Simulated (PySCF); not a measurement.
## Excitation energy of Si²⁺ by level of theory

Si²⁺ [Ne] 3s2 (1S) → Si²⁺ [Ne] 3s1 4s1 (3S), as a difference of total energies. Calculation: PySCF 2.14, in x2c-TZVPPall with one added diffuse shell each of s, p, d type (6s6p4d1f, 51 functions); scalar relativity by spin-free X2C-1e. Correlated levels: valence: [Ne] frozen; valence and next inner shell: 1s2 frozen. The calculations carry no spin-orbit coupling.

| method | excitation energy (eV) |
| --- | --- |
| UHF | 17.910 |
| LDA | 18.894 |
| PBE | 18.754 |
| PBE0 | 18.717 |
| r2SCAN | 18.616 |
| BP86 | 18.811 |
| LC-wPBE | 18.846 |
| wB97M-V | 18.943 |
| BLYP | 19.024 |
| MP2 (valence) | 18.650 |
| SCS-MP2 (valence) | 18.904 |
| MP2 (valence and next inner shell) | 18.830 |
| SCS-MP2 (valence and next inner shell) | 19.042 |

How much does correlation contribute at MP2 (valence and next inner shell)?

18.830 − (17.910) = 0.920 eV, measured against UHF.

The promoted electron is Rydberg-like, and one or two diffuse shells describe it only roughly, which tends to raise the upper state.
